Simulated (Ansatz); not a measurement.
Born–Oppenheimer molecular dynamics of ClH₃HfO₃ (8 atoms, charge 0, multiplicity 1). It starts from a relaxed structure.

Method: Ansatz, RHF/def2-SVP.

* ensemble: NVT, Nosé–Hoover chain
* time step: 0.5 fs
* steps asked: 300
* set temperature: 700 K
* thermostat: time constant 3 fs, chain length 1
* seed: 191321

First frame:

```xyz
8
Properties=species:S:1:pos:R:3
Hf -0.107 -0.152 0.139
Cl 0.095 0.237 2.516
O 1.654 -0.298 -0.627
H 2.497 -0.393 -1.029
O -1.058 1.320 -0.661
H -1.536 2.010 -1.080
O -1.081 -1.789 -0.141
H -1.554 -2.584 -0.299
```

(1) How far do the bonds stretch over the last three quarters of this one trajectory? (Pairs bonded in most of those frames.)

Answers

(1) 
| bond | mean (Å) | spread (Å) | shortest | longest |
| --- | --- | --- | --- | --- |
| Hf1–Cl2 | 2.431 | 0.075 | 2.32 | 2.54 |
| Hf1–O3 | 1.947 | 0.049 | 1.85 | 2.03 |
| Hf1–O5 | 1.957 | 0.079 | 1.84 | 2.08 |
| Hf1–O7 | 1.928 | 0.045 | 1.83 | 2.03 |
| O3–H4 | 0.949 | 0.007 | 0.93 | 0.97 |
| O5–H6 | 0.948 | 0.037 | 0.88 | 1.02 |
| O7–H8 | 0.947 | 0.048 | 0.86 | 1.04 |

Pairs bonded in part of these frames only: Hf1–H4 26 %, Hf1–H6 8 %.

Mean temperature of the second half: 698 K. The conserved energy stayed within 2.3 meV per atom of its start (net change 0.9 meV per atom), so the integration is sound. A run of 0.15 ps of so small a system gives no equilibrium averages.

The run took 13 min on 1 thread of Arm Neoverse V1, on a shared host, peak memory 0.21 GiB.
